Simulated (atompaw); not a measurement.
**Cs: one change to a PAW (atompaw) potential, before and after**

caesium (Cs), PAW, made with atompaw 4.2.0.5 (LDA (PW92), scalar-relativistic). Core [Kr] 4d10, reference 5s2 5p6 5d0 6s0 6p1. Waves: 5s (bound): rc 2.45 bohr; 6s (bound, empty): rc 3.00 bohr; 5p (bound): rc 2.25 bohr; 6p (bound): rc 3.00 bohr; 5d (bound, empty): rc 3.00 bohr; 5d channel at 0.3 Ry: rc 3.00 bohr. Local part: bessel scheme, radius 2.75 bohr. Core correction: smooth core density matched at 2.15 bohr. Augmentation charge: sinc compensation charge, radius 2.20 bohr; PAW radius 3.00 bohr; waves and projectors: modrrkj vanderbiltortho.

All-electron outer shells of the reference configuration (LDA (PW92), scalar-relativistic, ld1.x):

| shell | level (eV) | outermost node (bohr) | outermost maximum (bohr) |
| --- | --- | --- | --- |
| 4p | -161.78 | 0.36 | 0.67 |
| 4d | -75.55 | 0.33 | 0.72 |
| 5s | -28.18 | 0.82 | 1.54 |
| 5p | -14.85 | 0.89 | 1.76 |
| 6s | -2.84 | 2.09 | 4.50 |
| 6p | -1.32 | 2.58 | 6.55 |
| 5d | -1.22 | 1.05 | 3.06 |

Change: augmentation sinc compensation charge, radius 2.20 bohr; PAW radius 3.00 bohr; waves and projectors: custom polynom vanderbiltortho.

Cutoffs: the cutoffs (Ry, on a coarse ladder) from which the occupation-weighted sum of valence levels, in a spherical-Bessel basis at the reference potential, stays within 10 and 1 mRy of its value at 400 Ry; they do not see the model core or the augmentation charge, which bear on the density cutoff.

What does the change do?

The potential gets harder (10 Ry and 15 Ry → 10 Ry and 18 Ry); the range in which the d phases agree widens (upper end 2.8 → at the end of the scan); neither file shows a bound ghost.

| quantity | base | changed |
| --- | --- | --- |
| cutoff, loose | 10 Ry | 10 Ry |
| cutoff, tight | 15 Ry | 18 Ry |
| bound ghosts | none | none |
| s: phases at 3.00 bohr within 0.05 rad from the reference energy up to (Ry; the scan ends near 5) | 3.6 | 4.0 |
| p: phases at 3.00 bohr within 0.05 rad from the reference energy up to (Ry; the scan ends near 5) | to the end of the scan | to the end of the scan |
| d: phases at 3.00 bohr within 0.05 rad from the reference energy up to (Ry; the scan ends near 5) | 2.8 | to the end of the scan |
| lowest overlap eigenvalue by channel | s 0.53, p 0.81, d 0.00 | s 0.59, p 0.74, d 0.99 |

 The cutoffs see the waves, projectors and local potential, not the compensation charge or the core.
